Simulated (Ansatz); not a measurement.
BH4N2SSb, SMILES `NB1[NH][SbH][S]1`, charge 0, multiplicity 1.

Question: Give a relaxed structure at PBE0-D4/def2-TZVP (Ansatz). (An estimate is asked.)

Answer: The calculation gave: 
Cartesian coordinates in Å:
```
N -0.5569 -1.6036 -0.4640
B -0.3050 -0.2874 -0.0476
N 0.9045 0.2554 0.4680
Sb 0.2752 2.1098 1.0147
S -1.6091 1.0509 -0.0843
H 0.1432 -2.3236 -0.4653
H -1.4499 -1.8961 -0.8160
H 1.7224 -0.2442 0.7731
H 0.8756 2.9388 -0.3786
```
This is one stationary point; other conformers may exist.
